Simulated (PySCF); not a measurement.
# [Lu(NH3)2]3+: from a saddle point downhill

PySCF 2.14.0, RKS PBE0, Lu lcecp-1-SVP with ECP60, N def2-SVP, H def2-SVP; non-relativistic Hamiltonian with scalar-relativistic core potentials where named; density fitting; no spin-orbit coupling. Relaxed within the symmetry of its start, the geometry (D3d) is

```xyz
9

Lu    0.0000    0.0000    0.0000
N     0.0000    0.0000    2.3477
H     0.8086    0.4668    2.8096
H    -0.8086    0.4668    2.8096
H     0.0000   -0.9337    2.8096
N     0.0000    0.0000   -2.3477
H     0.8086   -0.4668   -2.8096
H    -0.8086   -0.4668   -2.8096
H     0.0000    0.9337   -2.8096
```

and its lowest harmonic modes are -105, -105, 26, 381, 387, 678 cm⁻¹ (negative: unstable; uncertain by 10 to 30 cm⁻¹). It was moved along the lowest mode and relaxed again.

(1) Where does it end, and how much lower?

(2) How do the contacts change?

(3) Is the end a minimum?

An lcecp potential fixes the number of 4f electrons, so in runs with it no electron can move into or out of that shell.

State: singlet in the valence, with the 4f electrons in the core potential.

Answers

(1) In C1, 0.397 eV lower, after 14 steps:
```xyz
9

Lu    0.8241   -0.7640   -0.0002
N    -0.1331    0.1195    1.8858
H     0.4466    0.8184    2.3995
H    -1.0364    0.6232    1.7620
H    -0.3603   -0.5709    2.6338
N    -0.1260    0.1247   -1.8865
H     0.3706   -0.0942   -2.7773
H    -1.1013   -0.1792   -2.0956
H    -0.2010    1.1634   -1.9214
```

(2) 
```csv
contact,saddle (Å),end (Å)
Lu1–N2 (NH3),2.348,2.292
Lu1–N6 (NH3),2.348,2.291
```


(3) Yes; lowest modes 43, 79, 84, 404, 405, 690 cm⁻¹.
